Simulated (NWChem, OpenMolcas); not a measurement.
**A ladder of methods for AlNH4O2 (SMILES [NH2][Al]([OH])[OH])**

AlNH4O2 has 8 atoms, charge 0, and is taken as a singlet. As SMILES, `[NH2][Al]([OH])[OH]`. The shape is that of a PBE0-D4/def2-TZVP optimisation. This is one conformer, not always the lowest.

```xyz
8

N    -0.4534    1.3709    0.1590
Al    0.0219   -0.3143   -0.0152
O     1.5694   -0.8061   -0.5009
O    -1.1401   -1.4961    0.3242
H     0.1328    2.1700   -0.0090
H    -1.3726    1.6620    0.4477
H     2.2870   -0.2138   -0.7127
H    -0.9528   -2.4298    0.2512
```

Quantity: the dipole moment, in D. The values are calculated.

```tsv
level	kind	program	value (D)	CPU time
HF/6-311+G**	Hartree–Fock	OpenMolcas	1.94	19 s
BLYP/6-311+G**	GGA	OpenMolcas	1.76	40 s
PBE/6-311+G**	GGA	NWChem	1.76	37 s
revPBE/6-311+G**	GGA	OpenMolcas	1.74	44 s
M06-L/6-311+G**	meta-GGA	OpenMolcas	1.76	50 s
TPSS/6-311+G**	meta-GGA	OpenMolcas	1.75	52 s
B3LYP/6-311+G**	global hybrid	NWChem	1.82	38 s
M06-2X/6-311+G**	hybrid meta-GGA	OpenMolcas	1.85	47 s
```

The values span 1.74 to 1.94 D. Magnitudes only. CPU times are rough (shared hosts, several kinds of processor and program).
